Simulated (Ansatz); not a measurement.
`[SiH2]1[SiH2][GeH2][SiH2][GeH2]1`. Charge 0, multiplicity 1. The structure was optimised at the PBE0-D4/def2-TZVP level.

```xyz
15

Si   -1.033    1.670   -0.257
Si   -0.489    0.686    1.793
Ge    1.403   -0.664    1.243
Si    0.953   -1.484   -0.961
Ge   -0.865   -0.158   -1.784
H    -2.370    2.324   -0.281
H     0.004    2.683   -0.600
H    -1.608   -0.201    2.219
H    -0.209    1.662    2.880
H     2.662    0.223    1.209
H     1.643   -1.797    2.256
H     0.573   -2.922   -0.921
H     2.151   -1.335   -1.830
H    -2.164   -0.985   -1.727
H    -0.650    0.296   -3.238
```

(1) What is the dipole moment at ωB97M-V/def2-TZVPP? (Best estimate.)

(2) And with PBE, r2SCAN, B3LYP? (Best estimate.)

(3) Give the Mulliken charges with ωB97M-V, r2SCAN, B3LYP in def2-TZVPP. (An estimate is asked.)

Results:

(1) Computed: 0.09 D, with components (-0.04, 0.07, 0.05) D in this frame, pointing from negative to positive charge.

(2) Ansatz gave: PBE 0.05 D, r2SCAN 0.08 D, B3LYP 0.10 D.

(3) Computed: 
```json
{"atom": "Si1", "ωB97M-V": "0.05", "r2SCAN": "0.10", "B3LYP": "0.10"}
{"atom": "Si2", "ωB97M-V": "0.05", "r2SCAN": "0.10", "B3LYP": "0.10"}
{"atom": "Ge3", "ωB97M-V": "-0.14", "r2SCAN": "0.03", "B3LYP": "0.02"}
{"atom": "Si4", "ωB97M-V": "0.09", "r2SCAN": "0.09", "B3LYP": "0.09"}
{"atom": "Ge5", "ωB97M-V": "-0.14", "r2SCAN": "0.03", "B3LYP": "0.02"}
{"atom": "H6", "ωB97M-V": "-0.01", "r2SCAN": "-0.06", "B3LYP": "-0.05"}
{"atom": "H7", "ωB97M-V": "0.00", "r2SCAN": "-0.05", "B3LYP": "-0.05"}
{"atom": "H8", "ωB97M-V": "0.00", "r2SCAN": "-0.05", "B3LYP": "-0.05"}
{"atom": "H9", "ωB97M-V": "-0.01", "r2SCAN": "-0.06", "B3LYP": "-0.05"}
{"atom": "H10", "ωB97M-V": "0.03", "r2SCAN": "0.00", "B3LYP": "0.00"}
{"atom": "H11", "ωB97M-V": "0.03", "r2SCAN": "0.00", "B3LYP": "0.00"}
{"atom": "H12", "ωB97M-V": "-0.01", "r2SCAN": "-0.06", "B3LYP": "-0.05"}
{"atom": "H13", "ωB97M-V": "-0.01", "r2SCAN": "-0.06", "B3LYP": "-0.05"}
{"atom": "H14", "ωB97M-V": "0.03", "r2SCAN": "0.00", "B3LYP": "0.00"}
{"atom": "H15", "ωB97M-V": "0.03", "r2SCAN": "0.00", "B3LYP": "0.00"}
```

B3LYP here is the variant with VWN-RPA as its local correlation; programs differ in this.
